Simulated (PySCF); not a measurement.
F2O (SMILES FOF), singlet, at a GFN2-xTB geometry, with bond 3-2 at 1.3 times its length; PBE/STO-3G (PySCF).

Input for PySCF:
```python
from pyscf import gto, scf, dft

mol = gto.Mole()
mol.atom = '''
    F     0.01888970    1.09187156   -0.24723650
    O    -0.02243225   -0.00276003    0.56897714
    F     0.00809478   -1.41541565   -0.50677039
'''
mol.basis = 'sto-3g'
mol.verbose = 4
mol.build()

mf = dft.RKS(mol)
mf.xc = 'pbe'
mf.level_shift = 1.0
mf.max_cycle = 100
mf.kernel()
```

Question: What does PySCF print? Leave out banner, timings and long lists.

Answer: 
```
PySCF version 2.14.0

[INPUT] verbose = 4
[INPUT] num. atoms = 3
[INPUT] num. electrons = 26
[INPUT] charge = 0
[INPUT] spin (= nelec alpha-beta = 2S) = 0
[INPUT] symmetry False subgroup None
[INPUT] Mole.unit = angstrom
[INPUT] Symbol           X                Y                Z      unit          X                Y                Z       unit  Magmom
[...]
nuclear repulsion = 66.3499462054983
number of shells = 9
number of NR pGTOs = 45
number of NR cGTOs = 15
basis = sto-3g
ecp = {}

******** <class 'pyscf.dft.rks.RKS'> ********
method = RKS
initial guess = minao
damping factor = 0
level_shift factor = 1.0
DIIS = <class 'pyscf.scf.diis.CDIIS'>
diis_start_cycle = 1
diis_space = 8
diis_damp = 0
SCF conv_tol = 1e-09
SCF conv_tol_grad = None
SCF max_cycles = 100
direct_scf = True
direct_scf_tol = 1e-13
XC library pyscf.dft.libxc version 7.1.2
    S. Lehtola, C. Steigemann, M. J. T. Oliveira, and M. A. L. Marques,  SoftwareX 7, 1–5 (2018)
XC functionals = pbe
    J. P. Perdew, K. Burke, and M. Ernzerhof,  Phys. Rev. Lett. 77, 3865 (1996)
    J. P. Perdew, K. Burke, and M. Ernzerhof,  Phys. Rev. Lett. 78, 1396 (1997)
    J. P. Perdew, K. Burke, and M. Ernzerhof,  Phys. Rev. Lett. 77, 3865 (1996)
    J. P. Perdew, K. Burke, and M. Ernzerhof,  Phys. Rev. Lett. 78, 1396 (1997)
radial grids:
    Treutler-Ahlrichs [JCP 102, 346 (1995); DOI:10.1063/1.469408] (M4) radial grids

becke partition: Becke, JCP 88, 2547 (1988); DOI:10.1063/1.454033
pruning grids: <function nwchem_prune>
grids dens level: 3
symmetrized grids: False
atomic radii adjust function: <function treutler_atomic_radii_adjust>
small_rho_cutoff = 0
Set gradient conv threshold to 3.16228e-05
Initial guess from minao.
tot grids = 42608
init E= -270.527554908104
[...]
cycle= 1 E= -270.305602156793  delta_E= 0.222  |g|= 0.685  |ddm|= 2.34
[...]
cycle= 2 E= -270.518914941159  delta_E= -0.213  |g|= 0.166  |ddm|= 0.938
[...]
cycle= 3 E= -270.527590901946  delta_E= -0.00868  |g|= 0.0619  |ddm|= 0.159
[...]
cycle= 4 E= -270.528731373412  delta_E= -0.00114  |g|= 0.0372  |ddm|= 0.0533
[...]
cycle= 5 E= -270.529053229627  delta_E= -0.000322  |g|= 0.0239  |ddm|= 0.0222
[...]
cycle= 6 E= -270.529169908156  delta_E= -0.000117  |g|= 0.017  |ddm|= 0.0127
[...]
cycle= 7 E= -270.529223175692  delta_E= -5.33e-05  |g|= 0.0129  |ddm|= 0.00838
[...]
cycle= 8 E= -270.529249478849  delta_E= -2.63e-05  |g|= 0.0105  |ddm|= 0.0057
[...]
cycle= 9 E= -270.529265272723  delta_E= -1.58e-05  |g|= 0.00876  |ddm|= 0.00422
[...]
[...]
[...]
cycle= 26 E= -270.529302276716  delta_E= -7.19e-08  |g|= 0.000671  |ddm|= 0.000194
[...]
cycle= 27 E= -270.529302332086  delta_E= -5.54e-08  |g|= 0.000585  |ddm|= 0.000172
[...]
cycle= 28 E= -270.529302373601  delta_E= -4.15e-08  |g|= 0.000513  |ddm|= 0.000146
[...]
cycle= 29 E= -270.529302405627  delta_E= -3.2e-08  |g|= 0.000449  |ddm|= 0.000129
[...]
cycle= 30 E= -270.529302430292  delta_E= -2.47e-08  |g|= 0.000394  |ddm|= 0.000114
[...]
cycle= 31 E= -270.52930244935  delta_E= -1.91e-08  |g|= 0.000345  |ddm|= 0.0001
[...]
cycle= 32 E= -270.529302464029  delta_E= -1.47e-08  |g|= 0.000303  |ddm|= 8.84e-05
[...]
cycle= 33 E= -270.529302475479  delta_E= -1.14e-08  |g|= 0.000267  |ddm|= 7.9e-05
[...]
cycle= 34 E= -270.529302484411  delta_E= -8.93e-09  |g|= 0.000235  |ddm|= 6.96e-05
[...]
cycle= 35 E= -270.529302491407  delta_E= -7e-09  |g|= 0.000207  |ddm|= 6.31e-05
[...]
cycle= 36 E= -270.529302496899  delta_E= -5.49e-09  |g|= 0.000182  |ddm|= 5.64e-05
[...]
cycle= 37 E= -270.529302501225  delta_E= -4.33e-09  |g|= 0.000161  |ddm|= 5.07e-05
[...]
cycle= 38 E= -270.529302504647  delta_E= -3.42e-09  |g|= 0.000142  |ddm|= 4.6e-05
[...]
cycle= 39 E= -270.529302507369  delta_E= -2.72e-09  |g|= 0.000126  |ddm|= 4.09e-05
[...]
cycle= 40 E= -270.529302509537  delta_E= -2.17e-09  |g|= 0.000111  |ddm|= 3.69e-05
[...]
cycle= 41 E= -270.52930251127  delta_E= -1.73e-09  |g|= 9.83e-05  |ddm|= 3.38e-05
[...]
cycle= 42 E= -270.529302512663  delta_E= -1.39e-09  |g|= 8.72e-05  |ddm|= 3.11e-05
[...]
cycle= 43 E= -270.529302513799  delta_E= -1.14e-09  |g|= 7.73e-05  |ddm|= 2.88e-05
[...]
cycle= 44 E= -270.529302514718  delta_E= -9.19e-10  |g|= 6.88e-05  |ddm|= 2.65e-05
[...]
cycle= 45 E= -270.529302515464  delta_E= -7.46e-10  |g|= 6.14e-05  |ddm|= 2.47e-05
[...]
cycle= 46 E= -270.529302516076  delta_E= -6.12e-10  |g|= 5.48e-05  |ddm|= 2.24e-05
[...]
cycle= 47 E= -270.52930251657  delta_E= -4.94e-10  |g|= 4.87e-05  |ddm|= 1.96e-05
[...]
cycle= 48 E= -270.529302516977  delta_E= -4.07e-10  |g|= 4.33e-05  |ddm|= 1.81e-05
[...]
cycle= 49 E= -270.529302517319  delta_E= -3.42e-10  |g|= 3.87e-05  |ddm|= 1.73e-05
[...]
cycle= 50 E= -270.529302517611  delta_E= -2.91e-10  |g|= 3.49e-05  |ddm|= 1.77e-05
[...]
cycle= 51 E= -270.529302517842  delta_E= -2.31e-10  |g|= 3.13e-05  |ddm|= 1.44e-05
[...]
Extra cycle  E= -270.529302506537  delta_E= 1.13e-08  |g|= 0.000167  |ddm|= 0.00046
SCF not converged.
SCF energy = -270.529302506537
```

The run did not converge; its last values are not results.
